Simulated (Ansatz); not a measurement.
Ansatz (a quantum-chemistry and plane-wave program) input (CCSD(T)/6-31G):

Ansatz 0.2 input:
```yaml
crystal:
  periodic: [false, false, false]
  atoms:
    - {symbol: Si, position_ang: [-0.78938602, -0.50066100, -0.22796937]}
    - {symbol: F, position_ang: [-1.35647211, 1.07059577, -0.03395861]}
    - {symbol: Cl, position_ang: [1.42786254, -0.09936464, 0.13243349]}
    - {symbol: H, position_ang: [-1.01400973, -0.93690902, 1.24582922]}
basis:
  gaussian:
    orbitals: 6-31G
total_charge: -1
magnetization: {spin_polarized: false}
correlation: {method: ccsd_t, electrons: outside_noble_gas}
```

End of the output:

```
integrals: 0.01 GiB planned
387 factors; integrals over basis functions are off by at most 2.0e-4 eV
mean field: 0.09 GiB planned
mean field evaluation 1: about -23087.0811 eV, gradient 1.0e1 eV
mean field evaluation 2: about -23087.0912 eV, gradient 1.0e1 eV
mean field evaluation 4: about -23087.5700 eV, gradient 1.1e0 eV
mean field evaluation 8: about -23087.5753 eV, gradient 6.0e-5 eV
mean field evaluation 16: about -23087.5745 eV, gradient 4.2e-1 eV
mean field -23087.57530483 eV, -848.4527431319 hartree, gradient 7.5e-6 eV, S^2 0.000000; 0 other end points of the search recorded, 0 dependent functions left out
11 core orbitals not correlated
reference -23087.57530483 eV, -848.4527431319 hartree; 10, 10 occupied and 16, 16 virtual orbitals, 387 factors
second order -5.71644150 eV of doubles, -0.00000000 eV of singles
coupled cluster: 0.05 GiB planned
cycle   1  -5.90035847 eV  change   -1.8e-1 eV  update   7.6e-2
cycle   2  -6.11093296 eV  change   -2.1e-1 eV  update   2.4e-2
cycle   3  -6.16744393 eV  change   -5.7e-2 eV  update   1.3e-2
cycle   4  -6.16825532 eV  change   -8.1e-4 eV  update   2.6e-3
cycle   5  -6.16743215 eV  change    8.2e-4 eV  update   1.0e-3
cycle   6  -6.16745808 eV  change   -2.6e-5 eV  update   3.0e-4
cycle   7  -6.16739045 eV  change    6.8e-5 eV  update   1.0e-4
cycle   8  -6.16738095 eV  change    9.5e-6 eV  update   3.9e-5
cycle   9  -6.16740053 eV  change   -2.0e-5 eV  update   1.3e-5
perturbative correction -0.08659239 eV, -0.0031822118 hartree
Total energy: -23093.82929775 eV, -848.6825731327 hartree
```

It need not be the lowest isomer of its formula. Whether it binds its extra electron was not tested at this geometry.
